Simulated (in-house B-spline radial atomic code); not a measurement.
Nb³⁺ is squeezed into an impenetrable sphere of radius R (the orbitals vanish at R). Computed with an all-electron radial atomic-structure program (B-spline basis): non-relativistic PBE, spin-polarised, spherical fractional occupations, point nucleus.

Energies in eV above the free ion in [Kr] 4d2:

```csv
R (bohr),highest level (eV),[Kr] 4d2,[Ar] 3d10 4s2 4p5 4d3,[Ar] 3d9 4s2 4p6 4d2 4f1,-dE/dV in [Kr] 4d2 (GPa)
8.64,-31.7,0,30.81,232.8,3.04e-05
6.76,-31.7,0.001236,30.81,233.1,0.00581
4.69,-31.5,0.172,31,235.6,1.53
3.94,-30.8,0.9436,31.92,238.8,11.9
3.41,-29.2,3.247,34.65,243.9,57.5
3.11,-27.3,6.757,38.7,249.7,150
2.8,-23.8,14.92,47.85,260.8,428
2.27,-9.06,63.02,99.57,316.3,2960
1.84,24.1,219,261.7,484.2,16600
1.27,184,1341,1394,1660,248000
```

Question: Does [Ar] 3d10 4s2 4p5 4d3 fall below [Kr] 4d2 under compression?

Answer: No, it stays above over the whole range.

Question: Does [Ar] 3d9 4s2 4p6 4d2 4f1 fall below [Kr] 4d2 under compression?

Answer: No, it stays above over the whole range.

The highest level is first positive in the row R = 1.84 bohr, pushed up by confinement above the zero of the free ion's potential. Each configuration is held fixed and needn't be the lowest in the sphere.
